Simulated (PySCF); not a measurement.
Compound: hexamethylenetetramine, C₆H₁₂N₄.
Numbering: `[CH2:1]1[N:2]2[CH2:3][N:4]3[CH2:5][N:6]1[CH2:7][N:8]([CH2:9]2)[CH2:10]3`

Definitions: NICS(0) = −σiso at the ring centroid; NICS(1) = −σiso and NICS(1)zz = −σzz at ±1 Å along the ring normal z. Level: GIAO KT3/pcSseg-1 (PySCF, non-relativistic, gas phase) on the PBE0-D3(BJ)/def2-SVP geometry, one conformer.

Ring bond lengths (Å): C1–N2 1.461, N2–C3 1.461, C3–N4 1.461, N4–C5 1.461, C5–N6 1.461, N6–C1 1.461; C1–N2 1.461, N2–C9 1.461, C9–N8 1.461, N8–C7 1.461, C7–N6 1.460, N6–C1 1.461; N2–C3 1.461, C3–N4 1.461, N4–C10 1.461, C10–N8 1.461, N8–C9 1.461, C9–N2 1.461.

Problem. What do the NICS probes read (ppm)?

Solution. 
```
              ring                                               type  NICS(0)  NICS(1), two faces  NICS(1)zz, two faces  rms pucker (Å)  centre to ring atoms, mean (Å)
 C1–N2–C3–N4–C5–N6  6-membered ring with 3 N; formal bonds all single      5.7           0.9 / 7.2            3.7 / -3.7            0.23                            1.40
 C1–N2–C9–N8–C7–N6  6-membered ring with 3 N; formal bonds all single      5.7           7.2 / 0.9            -3.7 / 3.7            0.23                            1.40
N2–C3–N4–C10–N8–C9  6-membered ring with 3 N; formal bonds all single      5.7           0.9 / 7.2            3.7 / -3.7            0.23                            1.40
```

Problem. What do they say, and how far can they be read as aromaticity?

Solution. 
- C1–N2–C3–N4–C5–N6: mean NICS(1)zz 0.0 ppm, near zero. C1, C3, C5 have four or more neighbours, and the NICS criterion for π rings isn't applied. The two faces differ by 7.4 ppm, so no symmetry operation interchanges them.
- C1–N2–C9–N8–C7–N6: mean NICS(1)zz 0.0 ppm, near zero. C1, C7, C9 have four or more neighbours, so the value isn't read as a sign of a π ring current. The two faces differ by 7.4 ppm, so no symmetry operation interchanges them.
- N2–C3–N4–C10–N8–C9: mean NICS(1)zz 0.0 ppm, near zero. C3, C9, C10 have four or more neighbours, so the value isn't read as a sign of a π ring current. The two faces differ by 7.4 ppm, so no symmetry operation interchanges them.

Problem. What is the mean of the two in-plane components of NICS at the second NICS(1) probe listed for ring C1–N2–C3–N4–C5–N6, 1 Å off the ring?

Solution. The isotropic value is a third of the trace: (3 × 7.2 − (-3.7))/2 = 12.7 ppm.

Problem. List the ring angles.

Solution. 
- C1–N2–C3–N4–C5–N6: C1 112.2°, N2 108.1°, C3 112.2°, N4 108.1°, C5 112.2°, N6 108.1°; sum 660.8° against 720° for a flat convex ring.
- C1–N2–C9–N8–C7–N6: C1 112.2°, N2 108.1°, C9 112.2°, N8 108.1°, C7 112.2°, N6 108.1°; sum 660.8° against 720° for a flat convex ring.
- N2–C3–N4–C10–N8–C9: N2 108.1°, C3 112.2°, N4 108.1°, C10 112.2°, N8 108.1°, C9 112.2°; sum 660.8° against 720° for a flat convex ring.

Problem. What are the shieldings of the ring atoms and their hydrogens in the same run (means over atoms taken as equivalent)?

Solution. 
```
        atoms                   environment  σ isotropic (ppm)  principal values of the symmetric part, first atom (ppm)
      C1 (×6)  sp3 carbon bound to nitrogen              104.2                                         88.8, 98.8, 125.0
      N2 (×4)       tertiary amine nitrogen              185.3                                       175.2, 175.3, 205.3
H on C1 (×12)            methylene hydrogen              26.68                                          23.3, 26.4, 30.3
```

Problem. How do the values depend on the level or the medium?

Solution. 
```tsv
level	NICS(0), C1–N2–C3–N4–C5–N6	mean NICS(1)zz, C1–N2–C3–N4–C5–N6	NICS(0), C1–N2–C9–N8–C7–N6	mean NICS(1)zz, C1–N2–C9–N8–C7–N6	NICS(0), N2–C3–N4–C10–N8–C9	mean NICS(1)zz, N2–C3–N4–C10–N8–C9
KT3/pcSseg-1, gas	5.7	0.0	5.7	0.0	5.7	0.0
PBE0/pcSseg-1, gas	4.2	-1.5	4.2	-1.5	4.3	-1.5
PBE0/pcSseg-1, IEF-PCM chloroform	4.3	-1.4	4.3	-1.4	4.3	-1.4
PBE0/pcSseg-1, IEF-PCM methanol	4.4	-1.4	4.4	-1.4	4.4	-1.4
```

The geometry is the same throughout; the continuum's cavity takes Bondi-type radii × 1.2.
